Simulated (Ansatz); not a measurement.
Consider the ligand exchange at a Ge–C bond: `C[CH2][GeH]([OH])[OH]` + `O[SiH3]` → `[OH][GeH]([OH])[O][SiH3]` + `CC`.

Calculated with Ansatz (gas phase, PBE0-D4/def2-TZVP geometries, no zero-point term in ΔE). CCSD(T)/CBS is the MP2 limit (def2-TZVPP, def2-QZVPP) plus CCSD(T) − MP2 in def2-TZVPP, frozen cores. This one scheme is used for every species. Functionals use def2-TZVPP. For Ge outer-core shells are correlated without core-valence functions, which leaves a few kJ/mol of doubt a bond. Scalar relativity is left out up to krypton. One conformer a species, not always the lowest.

Is it downhill or uphill in electronic energy at CCSD(T)/CBS, and by how much? (Estimate.)

Computed: Downhill: ΔE = -73.5 kJ/mol.

What do these levels give: PBE-D4, ωB97X-V, ωB97M-V, PBE, r2SCAN, SCS-MP2/def2-TZVPP, CCSD/def2-TZVPP, CCSD(T)/def2-TZVPP, MP2/def2-QZVPP, SCS-MP2/def2-QZVPP, MP2/CBS(def2), CCSD/CBS(def2)? (Estimate.)

The calculation gave: PBE-D4 -67.6, ωB97X-V -78.5, ωB97M-V -76.0, PBE -67.6, r2SCAN -78.2, SCS-MP2/def2-TZVPP -81.6, CCSD/def2-TZVPP -79.6, CCSD(T)/def2-TZVPP -78.0, MP2/def2-QZVPP -74.7, SCS-MP2/def2-QZVPP -79.8, MP2/CBS(def2) -72.1, CCSD/CBS(def2) -75.0 kJ/mol.

Largest T1 diagnostic among the species: 0.012.

In def2-TZVPP, CCSD(T) changes the Hartree–Fock value by +20.5 kJ/mol (the triples alone add +1.5 kJ/mol) and MP2 by +21.8 kJ/mol. From PBE to PBE0 (25 % exact exchange), in def2-TZVPP and without D4, ΔE moves by −4.0 kJ/mol.
